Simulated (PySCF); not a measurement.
Input file for PySCF: R-M06-2X/def2-TZVPP on AlH3 (SMILES [AlH3]).

```python
from pyscf import gto, dft

mol = gto.M(
    atom='''
    Al    0.00005087   -0.00001244    0.00061475
    H     1.58039078   -0.00967625   -0.00942539
    H    -0.78179417    1.37347475   -0.00179462
    H    -0.79854748   -1.36378606    0.01070525
    ''',
    basis='def2-tzvpp',
    charge=0, spin=0, verbose=4, max_memory=1800)
mf = dft.RKS(mol, xc='m062x').density_fit(auxbasis='def2-universal-jkfit')
mf.grids.level = 4
mf.conv_tol = 1e-9
mf.max_cycle = 150
mf.kernel()
mf.dip_moment()
```

Output:

```
PySCF version 2.14.0

[INPUT] verbose = 4
[INPUT] num. atoms = 4
[INPUT] num. electrons = 16
[INPUT] charge = 0
[INPUT] spin (= nelec alpha-beta = 2S) = 0
[INPUT] symmetry False subgroup None
[INPUT] Mole.unit = angstrom
[INPUT] Symbol           X                Y                Z      unit          X                Y                Z       unit  Magmom
[INPUT]  1 Al     0.000050870000  -0.000012440000   0.000614750000 AA    0.000096130368  -0.000023508193   0.001161709135 Bohr   0.0
[INPUT]  2 H      1.580390780000  -0.009676250000  -0.009425390000 AA    2.986505743988  -0.018285462413  -0.017811405717 Bohr   0.0
[INPUT]  3 H     -0.781794170000   1.373474750000  -0.001794620000 AA   -1.477376867082   2.595491116505  -0.003391340298 Bohr   0.0
[INPUT]  4 H     -0.798547480000  -1.363786060000   0.010705250000 AA   -1.509036034662  -2.577182145900   0.020229990595 Bohr   0.0

nuclear repulsion = 13.638463993224
number of shells = 32
number of NR pGTOs = 111
number of NR cGTOs = 84
basis = def2-tzvpp
ecp = {}


******** <class 'pyscf.df.df_jk.DFRKS'> ********
method = DFRKS
initial guess = minao
damping factor = 0
level_shift factor = 0
DIIS = <class 'pyscf.scf.diis.CDIIS'>
diis_start_cycle = 1
diis_space = 8
diis_damp = 0
SCF conv_tol = 1e-09
SCF conv_tol_grad = None
SCF max_cycles = 150
direct_scf = False
XC library pyscf.dft.libxc version 7.1.2
    S. Lehtola, C. Steigemann, M. J. T. Oliveira, and M. A. L. Marques,  SoftwareX 7, 1–5 (2018)
XC functionals = m062x
    Y. Zhao and D. G. Truhlar,  Theor. Chem. Acc. 120, 215 (2008)
    Y. Zhao and D. G. Truhlar,  Theor. Chem. Acc. 120, 215 (2008)
radial grids:
    Treutler-Ahlrichs [JCP 102, 346 (1995); DOI:10.1063/1.469408] (M4) radial grids

becke partition: Becke, JCP 88, 2547 (1988); DOI:10.1063/1.454033
pruning grids: <function nwchem_prune>
grids dens level: 4
symmetrized grids: False
atomic radii adjust function: <function treutler_atomic_radii_adjust>
small_rho_cutoff = 0
Set gradient conv threshold to 3.16228e-05
Initial guess from minao.
tot grids = 75816
******** <class 'pyscf.df.df.DF'> ********
auxbasis = def2-universal-jkfit
init E= -243.8828082424
  HOMO = -0.334370580721072  LUMO = -0.0681130105236658  gap/eV = 7.24524
cycle= 1 E= -244.16528501669  delta_E= -0.282  |g|= 0.131  |ddm|= 1.28
  HOMO = -0.357190496384013  LUMO = -0.0498662205143887  gap/eV = 8.36272
cycle= 2 E= -244.170340419319  delta_E= -0.00506  |g|= 0.0475  |ddm|= 0.173
  HOMO = -0.35678320917624  LUMO = -0.0435293182862022  gap/eV = 8.52407
cycle= 3 E= -244.170666305977  delta_E= -0.000326  |g|= 0.0118  |ddm|= 0.0647
  HOMO = -0.357802578048869  LUMO = -0.043853983514488  gap/eV = 8.54298
cycle= 4 E= -244.170689297521  delta_E= -2.3e-05  |g|= 0.00149  |ddm|= 0.0121
  HOMO = -0.35779744386942  LUMO = -0.0442112642863037  gap/eV = 8.53311
cycle= 5 E= -244.170690085133  delta_E= -7.88e-07  |g|= 0.000228  |ddm|= 0.00147
  HOMO = -0.357743556021418  LUMO = -0.0441539356772473  gap/eV = 8.53321
cycle= 6 E= -244.170690104038  delta_E= -1.89e-08  |g|= 2.5e-05  |ddm|= 0.00048
  HOMO = -0.357754463692327  LUMO = -0.0441597437981951  gap/eV = 8.53335
cycle= 7 E= -244.170690104377  delta_E= -3.39e-10  |g|= 4.88e-06  |ddm|= 4.69e-05
  HOMO = -0.357752942006391  LUMO = -0.0441587264457191  gap/eV = 8.53333
Extra cycle  E= -244.170690104394  delta_E= -1.73e-11  |g|= 1.38e-06  |ddm|= 7e-06
converged SCF energy = -244.170690104394
Dipole moment(X, Y, Z, Debye):  0.00015, -0.00010,  0.00361
```

Self-consistency was reached.

Cost: roughly 5 core-seconds.
